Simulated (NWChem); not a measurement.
# TiH$_{3}$I; SMILES [TiH3][I]

```xyz
5

Ti     0.0000     0.0000    -1.7099
I      0.0000     0.0000     0.8223
H      0.2840     1.5612    -2.2571
H      1.2100    -1.0265    -2.2571
H     -1.4940    -0.5346    -2.2571
```
Atoms are numbered in this order, from 1.

All runs use the structure optimised with PBE0/def2-SVP. def2 effective core potentials on I; no spin-orbit coupling.

### Question
List the 4 lowest vertical singlet excitations from LRC-wPBEh/def2-SVP with def2 effective core potentials on I, full TDDFT (NWChem).

### Answer
```csv
state,energy (eV),oscillator strength,leading excitation (squared amplitude)
S1,3.29,0.000,HOMO−3 → LUMO (0.48)
S2,3.43,0.000,HOMO−4 → LUMO+1 (0.44)
S3,3.43,0.000,HOMO−3 → LUMO+1 (0.44)
S4,3.87,0.000,HOMO → LUMO (0.48)
```
